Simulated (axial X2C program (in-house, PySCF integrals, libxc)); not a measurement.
# Worked dissociation energy of HfO⁺: PW91, scalar-relativistic

All values were computed with an in-house all-electron X2C program for linear molecules (integrals from PySCF). Spin-free means the one-electron spin-free X2C Hamiltonian. Basis: Hf dyall-cv3z [13s14p9d7f4g], O dyall-av3z [7s6p3d2f] (cores contracted in-house); Gaussian nuclei, density fitting, unrestricted open shells. Masses: Hf 179.947 u, O 15.995 u.

Molecular state: M_S = 1/2, Λ = 0 (beyond evenly filled blocks: σα).

| Quantity | Value |
| --- | --- |
| E(Hf+) (2M_S = 1, M_L = 2) | -15080.086780 hartree |
| E(O) (2M_S = 2, M_L = 0) | -75.121952 hartree |
| E(HfO⁺) at Re | -15155.513556 hartree |
| ωe | 1012.2 cm⁻¹ |
| ωexe | 3.2 cm⁻¹ |

Question: Work out De and D0.

Answer: De = -15080.086780 + (-75.121952) − (-15155.513556) = 0.30482 hartree = 8.295 eV. The zero-point energy is ωe/2 − ωexe/4 = 505 cm⁻¹ = 0.063 eV, so D0 = 8.232 eV.

One determinant describes the state; a PBE0 search over occupations chose it and may have missed a lower one. Dissociation energies refer to the lowest single-determinant-based atoms at the same level and basis. Without a current term, density functionals place determinants with orbital angular momentum somewhat too high.

Each atomic determinant is the lowest at this level and need not be a pure term. Totals compare only within one Hamiltonian and basis.
